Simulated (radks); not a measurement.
Ionisation ladder of lutetium, from Lu XLV to Lu LXVI. Each ion is in the ground configuration listed by NIST, and IE = E(next ion) - E(this ion). Method: Dirac Kohn-Sham, BLYP, spin-unpolarised, spherical densities, finite nucleus; open shells fill j = l - 1/2 first; Fermi nuclear charge, rms radius 5.37 fm; computed with a radial shooting solver on a logarithmic mesh with Libxc functionals.

species    configuration  IE, Delta-SCF (eV)  -e(HOMO) (eV)   HOMO  <r> HOMO (bohr)
Lu XLV          [Ar] 3d9              3712.3         3651.3  3d5/2            0.186
Lu XLVI         [Ar] 3d8              3835.3         3773.5  3d5/2            0.185
Lu XLVII        [Ar] 3d7              3959.7         3897.2  3d5/2            0.183
Lu XLVIII       [Ar] 3d6                   ?         4022.4  3d5/2            0.182
Lu XLIX         [Ar] 3d5              4212.8         4148.9  3d5/2            0.180
Lu L            [Ar] 3d4              4405.5         4339.7  3d3/2            0.175
Lu LI           [Ar] 3d3              4538.1         4471.6  3d3/2            0.174
Lu LII          [Ar] 3d2                   ?         4604.8  3d3/2            0.173
Lu LIII         [Ar] 3d1              4807.2         4739.4  3d3/2            0.171
Lu LIV              [Ar]                   ?         5118.4  3p3/2            0.198
Lu LV       [Ne] 3s2 3p5                   ?         5235.8  3p3/2            0.197
Lu LVI      [Ne] 3s2 3p4              5412.8         5353.7  3p3/2            0.196
Lu LVII     [Ne] 3s2 3p3              5531.3         5472.0  3p3/2            0.195
Lu LVIII    [Ne] 3s2 3p2              5956.9         5893.9  3p1/2            0.183
Lu LIX      [Ne] 3s2 3p1              6082.9         6019.9  3p1/2            0.182
Lu LX           [Ne] 3s2              6351.1         6293.2  3s1/2            0.193
Lu LXI          [Ne] 3s1              6464.9         6408.6  3s1/2            0.192
Lu LXII             [Ne]             14257.2        14097.8  2p3/2           0.0734
Lu LXIII    [He] 2s2 2p5             14577.4        14417.0  2p3/2           0.0729
Lu LXIV     [He] 2s2 2p4             14899.2        14738.0  2p3/2           0.0725
Lu LXV      [He] 2s2 2p3             15222.3        15060.6  2p3/2           0.0721
Lu LXVI     [He] 2s2 2p2             16789.6        16609.6  2p1/2           0.0646

Estimate the withheld Delta-SCF values.

Answer. Lu XLVIII: 4085.5 eV (NIST 4086); Lu LII: 4672.0 eV (NIST 4673); Lu LIV: 5177.1 eV (NIST 5168); Lu LV: 5294.7 eV (NIST 5282).

Beside tabulated values, note that spin-unpolarised runs miss the spin-polarisation part of the exchange energy of open shells.
